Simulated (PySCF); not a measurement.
CH3F5Si2, SMILES F[Si](F)(F)C[SiH](F)F. Geometry: PBE-D3(BJ)/def2-SVP. This is a generated structure with no PubChem entry under its InChIKey; it may be hypothetical. The values are those of a single conformer.

Q: Give the equilibrium geometry at PBE-D3(BJ)/def2-SVP (PySCF confirms it by a frequency run) as a Z-matrix. (Estimate from the structure and the level; the computed values follow.)

A: This is not unique; one that fits is 
```
C
H 1 1.1109
H 1 1.1110 2 107.41
Si 1 1.8483 2 108.96 3 117.97
F 4 1.6155 1 112.12 2 30.11
F 4 1.6186 5 107.53 1 123.75
F 4 1.6220 5 107.86 6 114.99
Si 1 1.8693 2 108.78 3 -117.72
F 8 1.6288 1 108.85 2 41.92
F 8 1.6294 9 107.10 1 116.62
H 8 1.4881 9 108.49 10 118.06
```
